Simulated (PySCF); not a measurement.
A geometry optimisation on `[O]([GeH2][S]C)C`.

Computed with PBE0-D3(BJ)/def2-SVP geometry optimisation, gas phase (PySCF 2.14.0). Start geometry: GFN2-xTB. The command runs a driver script over a list of jobs; the input below is this job's line of settings and its coordinates in Å.

Command:
```bash
OMP_NUM_THREADS=1 python probes_run.py task.json out
```

Input:
```
{"job": {"xc": "PBE0", "basis": "def2-SVP", "d3": "d3bj", "grid": 1, "shake": 0.01, "kind": "geom"}, "charge": 0, "multiplicity": 1}
C     -1.980940    -0.539150     0.054220
O     -1.187260     0.553580     0.463040
Ge    -0.002600     1.400660    -0.521250
S      1.570240    -0.032680    -1.245420
C      2.025420    -0.760120     0.355060
H     -2.775660    -0.169650    -0.648570
H     -2.471660    -0.917960     0.943770
H     -1.405100    -1.299940    -0.437120
H      0.490630     2.357390     0.572190
H     -0.621530     2.082260    -1.696170
H      2.525830    -0.004420     0.972740
H      1.158750    -1.128510     0.894540
H      2.679700    -1.558350     0.132520
```

Output:
```
step   0  E = -2630.38942415  max force = 0.038908
step   1  E = -2630.39523836  max force = 0.006926
step   2  E = -2630.39561941  max force = 0.001053
step   3  E = -2630.39566200  max force = 0.000498
step   4  E = -2630.39567776  max force = 0.000562
step   5  E = -2630.39568255  max force = 0.000311
optimisation converged
```

Energies in Eh; «max force» is the largest Cartesian gradient component in Eh/bohr.

Q: Give the first gradient maximum in eV/Å.

A: With 1 Eh/bohr = 51.422 eV/Å, 2.001 eV/Å.

Main results: final energy -2630.39568 Eh after 5 steps; dipole 0.47 D.

Q: Give the final coordinates.

A: 0.123 Å rms from the input after alignment:
```
atom  x, y, z in Å
C1    -2.0273   -0.4765   -0.0072
O2    -1.2389    0.5349    0.5590
Ge3   -0.0176    1.3680   -0.4333
S4     1.4324   -0.1174   -1.2011
C5     2.0617   -0.7437    0.3909
H6    -2.7661   -0.0766   -0.7281
H7    -2.5830   -0.9787    0.8003
H8    -1.4201   -1.2377   -0.5323
H9     0.6246    2.3529    0.5514
H10   -0.6634    2.0191   -1.6709
H11    2.6599    0.0173    0.9117
H12    1.2389   -1.0761    1.0384
H13    2.7046   -1.6038    0.1608
```

Time: 46 s; peak memory 0.55 GiB. Hardware: an Arm Neoverse V1 with one thread, shared host with 32 logical CPUs at a one-minute load of 12.
Labels such as C1 count atoms from 1, the log's own numbers from 0.
